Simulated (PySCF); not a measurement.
**Basis-set dependence of population analyses: `Cl/C=C/B(Cl)Cl`**

Species: C2H2BCl3.
SMILES with atom numbers: `[Cl:1]/[CH:2]=[CH:3]/[B:4]([Cl:5])[Cl:6]` (hydrogens: H7 on C2; H8 on C3)

PBE0 throughout (PySCF), one geometry, spherical d and f functions. Geometry: PBE0-D3(BJ)/def2-SVP; no solvent, vibrations or thermal averaging. Atoms taken as equivalent share a column and are averaged.

Mulliken charges (e):

| basis | functions | Cl1 | C2 | C3 | B4 | Cl5/Cl6 | H7 | H8 |
| --- | --- | --- | --- | --- | --- | --- | --- | --- |
| STO-3G | 44 | -0.054 | -0.033 | -0.164 | +0.316 | -0.157 | +0.136 | +0.113 |
| 6-31G | 70 | +0.159 | -0.454 | -0.148 | -0.007 | -0.008 | +0.254 | +0.213 |
| pcSseg-0 | 70 | +0.076 | -0.334 | -0.502 | +0.561 | -0.183 | +0.297 | +0.269 |
| 6-31G* | 100 | +0.053 | -0.305 | -0.183 | +0.146 | -0.085 | +0.249 | +0.211 |
| cc-pVDZ | 106 | -0.020 | -0.102 | +0.032 | +0.135 | -0.092 | +0.094 | +0.044 |
| def2-SVP | 106 | -0.069 | -0.016 | -0.004 | +0.071 | -0.075 | +0.099 | +0.068 |
| aug-cc-pVDZ | 168 | -0.182 | +0.017 | +1.072 | +0.376 | -0.239 | -0.461 | -0.345 |
| 6-311+G(2d,p) | 198 | +0.132 | -0.077 | -0.495 | +0.564 | -0.216 | +0.174 | +0.134 |
| def2-TZVP | 216 | -0.048 | +0.022 | -0.256 | +0.212 | -0.116 | +0.163 | +0.138 |
| cc-pVTZ | 220 | -0.051 | -0.024 | -0.180 | +0.130 | -0.084 | +0.149 | +0.143 |
| IGLO-III | 257 | +0.081 | -0.054 | -0.264 | +0.247 | -0.102 | +0.095 | +0.099 |

IAO charges (e):

```csv
basis,functions,Cl1,C2,C3,B4,Cl5/Cl6,H7,H8
STO-3G,44,+0.039,-0.117,-0.274,+0.063,-0.018,+0.162,+0.164
6-31G,70,+0.018,-0.103,-0.300,+0.111,-0.047,+0.188,+0.182
pcSseg-0,70,+0.024,-0.102,-0.298,+0.112,-0.049,+0.183,+0.178
6-31G*,100,+0.018,-0.089,-0.309,+0.145,-0.059,+0.178,+0.175
cc-pVDZ,106,+0.018,-0.086,-0.312,+0.149,-0.060,+0.177,+0.175
def2-SVP,106,+0.024,-0.083,-0.311,+0.140,-0.055,+0.171,+0.171
aug-cc-pVDZ,168,+0.015,-0.086,-0.317,+0.154,-0.063,+0.181,+0.179
"6-311+G(2d,p)",198,+0.020,-0.091,-0.317,+0.148,-0.060,+0.181,+0.179
def2-TZVP,216,+0.022,-0.091,-0.317,+0.151,-0.061,+0.180,+0.178
cc-pVTZ,220,+0.019,-0.089,-0.318,+0.154,-0.062,+0.181,+0.178
IGLO-III,257,+0.025,-0.093,-0.319,+0.144,-0.058,+0.181,+0.178
```

Hirshfeld charges (e):

```
        basis  functions     Cl1      C2      C3      B4  Cl5/Cl6      H7      H8
       STO-3G         44  -0.087  +0.093  -0.088  +0.278   -0.147  +0.055  +0.044
        6-31G         70  -0.010  +0.015  -0.131  +0.149   -0.072  +0.060  +0.059
     pcSseg-0         70  +0.010  +0.012  -0.146  +0.137   -0.054  +0.048  +0.049
       6-31G*        100  -0.020  +0.022  -0.126  +0.163   -0.079  +0.061  +0.059
      cc-pVDZ        106  -0.001  +0.013  -0.140  +0.145   -0.062  +0.054  +0.053
     def2-SVP        106  +0.009  +0.009  -0.152  +0.138   -0.052  +0.050  +0.050
  aug-cc-pVDZ        168  +0.011  -0.003  -0.155  +0.151   -0.057  +0.056  +0.054
6-311+G(2d,p)        198  +0.011  -0.003  -0.152  +0.143   -0.055  +0.057  +0.055
    def2-TZVP        216  +0.007  +0.002  -0.150  +0.148   -0.058  +0.056  +0.054
      cc-pVTZ        220  +0.004  +0.005  -0.147  +0.149   -0.060  +0.055  +0.054
     IGLO-III        257  +0.021  -0.006  -0.161  +0.141   -0.048  +0.051  +0.049
```

ESP-fitted charges (e):

```
        basis  functions     Cl1      C2      C3      B4  Cl5/Cl6      H7      H8
       STO-3G         44  -0.125  +0.147  -0.276  +0.480   -0.218  +0.086  +0.125
        6-31G         70  -0.063  -0.050  -0.195  +0.307   -0.161  +0.172  +0.150
     pcSseg-0         70  -0.077  +0.025  -0.354  +0.447   -0.195  +0.159  +0.192
       6-31G*        100  -0.018  -0.197  -0.002  +0.125   -0.101  +0.198  +0.095
      cc-pVDZ        106  -0.008  -0.206  +0.014  +0.082   -0.080  +0.193  +0.085
     def2-SVP        106  -0.010  -0.178  -0.008  +0.079   -0.074  +0.181  +0.085
  aug-cc-pVDZ        168  -0.009  -0.217  +0.015  +0.095   -0.085  +0.200  +0.087
6-311+G(2d,p)        198   0.000  -0.255  +0.069  +0.022   -0.064  +0.212  +0.078
    def2-TZVP        216  -0.006  -0.221  +0.038  +0.048   -0.070  +0.199  +0.081
      cc-pVTZ        220  -0.011  -0.202  +0.018  +0.068   -0.076  +0.194  +0.085
     IGLO-III        257  +0.013  -0.271  +0.092  +0.019   -0.061  +0.207  +0.062
```

Task: Which scheme is steadiest as the basis changes?

Result: Largest range over the bases for any column: IAO 0.09 e, Hirshfeld 0.14 e, ESP-fitted 0.46 e, Mulliken 1.57 e. IAO charges move least and Mulliken charges most, counted in e. Without the minimal STO-3G basis the ranges are IAO 0.04, Hirshfeld 0.04, ESP-fitted 0.45, Mulliken 1.57 e.

Task: How much do the charges still move between the two largest bases, cc-pVTZ and IGLO-III?

Result: At most, over all atoms: Mulliken 0.132 e, IAO 0.010 e, Hirshfeld 0.017 e, ESP-fitted 0.074 e.

Task: What do the same runs give for the total energy, the frontier levels and the dipole moment?

Result: 
| basis | energy (Eh) | HOMO (eV) | LUMO (eV) | μ (D) |
| --- | --- | --- | --- | --- |
| STO-3G | -1466.1383 | -6.80 | -0.54 | 1.08 |
| 6-31G | -1482.2203 | -8.25 | -2.47 | 1.24 |
| pcSseg-0 | -1480.5513 | -8.49 | -2.68 | 1.19 |
| 6-31G* | -1482.2989 | -8.08 | -2.30 | 1.10 |
| cc-pVDZ | -1482.3829 | -8.08 | -2.28 | 0.99 |
| def2-SVP | -1481.8550 | -8.03 | -2.22 | 0.93 |
| aug-cc-pVDZ | -1482.3933 | -8.18 | -2.45 | 0.97 |
| 6-311+G(2d,p) | -1482.4249 | -8.17 | -2.47 | 0.98 |
| def2-TZVP | -1482.4362 | -8.14 | -2.40 | 0.97 |
| cc-pVTZ | -1482.4542 | -8.14 | -2.38 | 0.97 |
| IGLO-III | -1482.4259 | -8.09 | -2.37 | 1.00 |

The dipole is fixed by the density alone, so its range of 0.31 D shows that the density itself changes with the basis, not only its division among atoms.
